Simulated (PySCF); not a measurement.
C3H10GeO.
SMILES: `CCC[O][GeH3]`

Vertical excitations from PySCF (density fitting, frozen core in the response, grid level 2 and gas phase unless stated; continuum runs use non-equilibrium linear response for the excitations) on a GFN2-xTB geometry. Reference run:

```tsv
settings	S1, eV (f)	S2, eV (f)	S3, eV (f)	S4, eV (f)	S5, eV (f)	S6, eV (f)	T1, eV (Tamm–Dancoff)	mean α (au)
PBE0/Sadlej pVTZ, damping 0.3 at the start, DIIS from the seventh cycle, energy threshold 1e-06 Eh, full TDDFT, 6 singlets	6.26 (0.001)	6.72 (0.032)	7.04 (0.030)	7.10 (0.005)	7.22 (0.003)	7.29 (0.024)	5.99	74.3
```

What do these settings give: X3LYP/pcSseg-1, start guess sap, full TDDFT, 25 singlets?

```tsv
settings	S1, eV (f)	S2, eV (f)	S3, eV (f)	S4, eV (f)	S5, eV (f)	S6, eV (f)	T1, eV (Tamm–Dancoff)	mean α (au)
X3LYP/pcSseg-1, start guess sap, full TDDFT, 25 singlets	6.57 (0.000)	7.37 (0.039)	7.76 (0.038)	8.06 (0.018)	8.30 (0.004)	8.38 (0.011)	6.23	66.2
```

S1 moves by +0.31 eV; functional and basis change together, so the shift can't be laid on one. States are counted by energy in each run and needn't keep their character from row to row.

Give the leading configurations of S1 (H = HOMO, L = LUMO) and the HOMO–LUMO gap of each run.

```json
{"settings": "PBE0/Sadlej pVTZ, damping 0.3 at the start, DIIS from the seventh cycle, energy threshold 1e-06 Eh, full TDDFT, 6 singlets", "S1 configurations (weight)": "H→L 0.72, H→L+1 0.23", "S1 (eV)": "6.26", "orbital gap (eV)": "7.57", "S1 − gap (eV)": "-1.31"}
{"settings": "X3LYP/pcSseg-1, start guess sap, full TDDFT, 25 singlets", "S1 configurations (weight)": "H→L 0.98", "S1 (eV)": "6.57", "orbital gap (eV)": "7.91", "S1 − gap (eV)": "-1.34"}
```

 Relativistic effects, spin–orbit coupling among them, are left out although an element past zinc is present.

Shape of the structure used: `[CH3:1][CH2:2][CH2:3][O:4][GeH3:5]`: C1–C2–C3–O4 180°, C2–C3–O4–Ge5 180°.

One conformer stands for the species.
